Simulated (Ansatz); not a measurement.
System: PN, net charge -1, doublet state. SMILES of the parent species: N#P

Atoms: N1, P2. Bonds: N1-P2.

Bond lengths (Å) and angles (degrees) optimised at PBE/6-31G* with Ansatz (a quantum-chemistry and plane-wave program); B3LYP/LANL2DZ with Ansatz; B3LYP/6-31G* with Ansatz; MP2/6-31G* with Ansatz, each started from the B3LYP-D3(BJ)/def2-TZVP structure (Ansatz) of the last column. A row stands for all coordinates that are equal there. 6-31G* holds six Cartesian d functions.

| coordinate | PBE/6-31G* | B3LYP/LANL2DZ | B3LYP/6-31G* | MP2/6-31G* | B3LYP-D3(BJ)/def2-TZVP |
|---|---|---|---|---|---|
| N1-P2 | 1.590 | 1.653 | 1.572 | 1.504 | 1.550 |

Mean signed difference of all 1 bond lengths from B3LYP-D3(BJ)/def2-TZVP: PBE/6-31G* 0.039 Å, B3LYP/LANL2DZ 0.102 Å, B3LYP/6-31G* 0.022 Å, MP2/6-31G* -0.047 Å.
